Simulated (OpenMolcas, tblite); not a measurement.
**How methods differ on InPH6 (SMILES [PH3+][InH3-])**

The species is InPH6 (8 atoms), meant as a singlet with charge 0. As SMILES, `[PH3+][InH3-]`. The shape is that of a PBE0-D4/def2-TZVP optimisation.

Quantity: the HOMO–LUMO gap, in eV. The values are calculated.

```csv
level,kind,program,value (eV),CPU time
GFN2-xTB,semi-empirical,tblite,4.45,under 2 s
HF/def2-SVP (core potential),Hartree–Fock,OpenMolcas,12.69,5 s
SVWN5/def2-SVP (core potential),LDA,OpenMolcas,5.19,14 s
PBE/def2-SVP (core potential),GGA,OpenMolcas,5.34,22 s
r2SCAN/def2-SVP (core potential),meta-GGA,OpenMolcas,6.07,26 s
B3LYP/def2-SVP (core potential),global hybrid,OpenMolcas,6.81,20 s
B2PLYP/def2-SVP (core potential),double hybrid,OpenMolcas,9.25,13 s
```

The values span 4.45 to 12.69 eV. Orbital gaps aren't excitation energies, and those of double hybrids come from the SCF part alone; they tend to grow with the share of exact exchange. Times are those of the runs behind each value, whatever else they computed, on shared processors of several kinds: orders of magnitude only.
